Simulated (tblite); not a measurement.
A tight-binding relaxation on `C=C(C)[C@@H](C)[AlH][O]C`.

Computed with GFN2-xTB geometry optimisation, gas phase (tblite 0.8.0). Start geometry: from a force field or distance geometry. The command runs a driver script over a list of jobs; the input below is this job's line of settings and its coordinates in Å.

Command:
```bash
OMP_NUM_THREADS=1 python probes_run.py task.json out
```

Input:
```
{"job": {"kind": "relax", "xc": "GFN2-xTB", "basis": "xTB"}, "charge": 0, "multiplicity": 1}
C     -2.091400     1.718300    -0.029000
C     -1.648300     0.481700    -0.299800
C     -2.395700    -0.390900    -1.207600
C     -0.400400     0.047200     0.351100
C     -0.443000    -1.141100     1.243600
Al     1.103500    -0.234000    -0.948100
O      2.630400    -0.967400    -0.185100
C      3.684600    -0.048700    -0.181200
H     -2.991300     2.112400    -0.458600
H     -1.544400     2.370400     0.660100
H     -2.407500     0.060900    -2.243400
H     -3.486300    -0.342500    -0.885100
H     -2.065000    -1.410300    -1.305300
H     -0.043600     0.906300     0.987700
H      0.468400    -1.760900     1.041200
H     -1.306900    -1.804700     1.188600
H     -0.329700    -0.800400     2.294400
H      1.251600     0.693000    -2.247600
H      4.601200    -0.610400     0.054800
H      3.573400     0.742400     0.585100
H      3.831500     0.395600    -1.192400
```

Output:
```
step      E/eV     max force
  0    -668.81161    2.765
  1    -669.14158    1.964
  2    -669.26817    0.975
  3    -669.32302    0.826
  4    -669.37133    0.762
  5    -669.40707    0.466
  6    -669.43530    0.422
  7    -669.46679    0.540
  8    -669.49591    0.483
  9    -669.52451    0.488
... (193 lines left out)
203    -670.32988    0.027
204    -670.32996    0.023
205    -670.33004    0.016
206    -670.33011    0.019
207    -670.33018    0.015
208    -670.33023    0.015
209    -670.33027    0.016
210    -670.33030    0.013
211    -670.33032    0.011
212    -670.33034    0.009
```

«max force» is the largest atomic force in eV/Å.

**Question.** From which step on does the largest force stay under 0.1 eV/Å, and how much energy is left to gain from there?

**Answer.** From step 126 (0.065 eV/Å), 40.4 meV above the end.

Summary of the converged run: energy lowered by 35.0 kcal/mol over 212 steps; largest atomic force 0.009 eV/Å at the end.

**Question.** Where do the atoms end?

**Answer.** 0.950 Å rms from the input after alignment:
```
atom  x, y, z in Å
C1    -2.2838    1.7320   -0.3046
C2    -1.6552    0.5640   -0.1931
C3    -1.9291   -0.5615   -1.1413
C4    -0.5447    0.3512    0.7771
C5    -0.5039   -1.0254    1.4500
Al6    0.9553    0.7176   -0.5503
O7     2.4574    0.0439   -0.5311
C8     3.7482   -0.4946   -0.5528
H9    -3.0452    1.9027   -1.0471
H10   -2.0894    2.5447    0.3752
H11   -2.5946   -0.2501   -1.9422
H12   -2.3758   -1.4106   -0.6263
H13   -0.9771   -0.8920   -1.5799
H14   -0.6299    1.1115    1.5635
H15    0.3391   -1.0720    2.1387
H16   -0.3805   -1.8270    0.7230
H17   -1.4180   -1.2083    2.0182
H18    0.6403    1.7032   -1.6786
H19    3.7034   -1.5791   -0.4286
H20    4.3429   -0.0684    0.2582
H21    4.2316   -0.2650   -1.5047
```

**Question.** Estimate the wall time. Hardware: an Intel Xeon 6975P-C with one thread (shared host).

**Answer.** About 1.7 s.
Labels such as C1 count atoms from 1, the log's own numbers from 0.
